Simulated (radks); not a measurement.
Species: the gold ion Au2+. Configuration: [Kr] 4d10 4f14 5s2 5p5 5d9 5f1 (not the ground configuration). All-electron calculation, Dirac Kohn-Sham, exchange-only B88, spin-unpolarised, spherical densities, point nucleus; open shells are shared between the two j in proportion to 2j + 1. Program: a radial shooting solver on a logarithmic mesh with Libxc functionals.

Normalised radial functions P(r) = r R(r) (large component), r in bohr:

r           5d3/2    5d5/2    5f5/2
0.001436   0.0000   0.0000   0.0000
0.001977   0.0001   0.0000   0.0000
0.002745   0.0002   0.0001   0.0000
0.00381    0.0005   0.0002   0.0000
0.005289   0.0010   0.0006   0.0000
0.007284   0.0022   0.0015   0.0000
0.01011    0.0050   0.0036   0.0000
0.01404    0.0111   0.0085   0.0000
0.01933    0.0235   0.0191   0.0001
0.02683    0.0488   0.0415   0.0002
0.03725    0.0950   0.0839   0.0007
0.0513     0.1658   0.1510   0.0018
0.07121    0.2546   0.2389   0.0047
0.09886    0.3121   0.3027   0.0109
0.1372     0.2479   0.2543   0.0224
0.189      0.0053   0.0299   0.0382
0.2623    -0.3304  -0.3014   0.0534
0.3642    -0.4565  -0.4511   0.0560
0.5015    -0.1566  -0.1886   0.0370
0.6962     0.4304   0.3776  -0.0049
0.9665     0.8753   0.8379  -0.0621
1.331      0.9076   0.9048  -0.1273
1.848      0.6255   0.6481  -0.2073
2.565      0.2916   0.3159  -0.3047
3.561      0.0851   0.0974  -0.4026
4.903      0.0142   0.0174  -0.4467
6.807      0.0010   0.0013  -0.3568
9.449      0.0000   0.0000  -0.1717
13.01      0.0000   0.0000  -0.0432
18.06      0.0000   0.0000  -0.0041

5d3/2: eigenvalue -35.875 eV, 2 radial nodes at r = 0.190, 0.551 bohr, <r> = 1.40 bohr, 90 % of the charge inside 2.12 bohr. 5d5/2: eigenvalue -33.978 eV, 2 radial nodes at r = 0.195, 0.565 bohr, <r> = 1.45 bohr, 90 % of the charge inside 2.19 bohr. 5f5/2: eigenvalue -5.904 eV, 1 radial node at r = 0.675 bohr, <r> = 5.38 bohr, 90 % of the charge inside 8.14 bohr.
